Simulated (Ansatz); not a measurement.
All numbers were calculated with Ansatz.

Basis-set series for ClH3NNbO2, SMILES `[NH2][Nb](=[O])([OH])[Cl]`. The species carries charge 0 and has multiplicity 1. Nb: def2 effective core potential. The geometry is a stationary point of PBE0-D4/def2-TZVP. It is one conformer, not always the lowest.

| functional | basis | functions | energy (Eh) | HOMO (eV) | LUMO (eV) |
| --- | --- | --- | --- | --- | --- |
| PBE0-D4 | def2-SVP | 106 | -723.72170 | -8.37 | -1.52 |
| PBE0-D4 | def2-QZVPP | 412 | -724.17850 | -8.50 | -1.70 |
| ωB97M-V | def2-SVP | 106 | -723.92003 | -10.62 | 0.60 |
| ωB97M-V | def2-QZVPP | 412 | -724.38024 | -10.79 | 0.12 |

Give the rows for def2-TZVPP. (Best estimate.)

The calculation gave: 
```tsv
functional	basis	functions	energy (Eh)	HOMO (eV)	LUMO (eV)
PBE0-D4	def2-TZVPP	233	-724.14985	-8.47	-1.66
ωB97M-V	def2-TZVPP	233	-724.35280	-10.75	0.41
```

Positive LUMOs are unbound and depend on the basis.
